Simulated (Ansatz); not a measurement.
Reaction (ligand exchange at the Si–O bond): `[CH3][AlH][O][SiH2][SiH3]` + HBr → `[SiH3][SiH2]Br` + `[CH3][AlH][OH]`

Isolated molecules relaxed with PBE0-D4/def2-TZVP in Ansatz; ΔE leaves out vibrations. CBS: MP2 limit from def2 TZ/QZ plus the TZ coupled-cluster correction, frozen cores. Functionals use def2-TZVPP. For Br outer-core shells are correlated without core-valence functions, which leaves a few kJ/mol of doubt a bond. Scalar relativity is left out up to krypton. One conformer a species, not always the lowest.

CCSD(T)/CBS gives +2.1 kcal/mol.

Question: Another level gave +0.5 kcal/mol. Which?
A. PBE/def2-TZVPP
B. PBE-D4/def2-TZVPP
C. CCSD/def2-TZVPP
D. r2SCAN-D4/def2-TZVPP

Answer: B. PBE-D4 0.5, r2SCAN-D4 2.1, CCSD/def2-TZVPP 3.7, PBE -0.6 kcal/mol.

Largest T1 diagnostic among the species: 0.012.

The D4 term adds +1.5 kcal/mol with B3LYP and +1.0 kcal/mol with PBE0; it sums over pairs of atoms, weighted by their polarisabilities, and B3LYP, whose exchange is more repulsive, gets the larger term.

B3LYP here is the variant with VWN-RPA as its local correlation; programs differ in this.
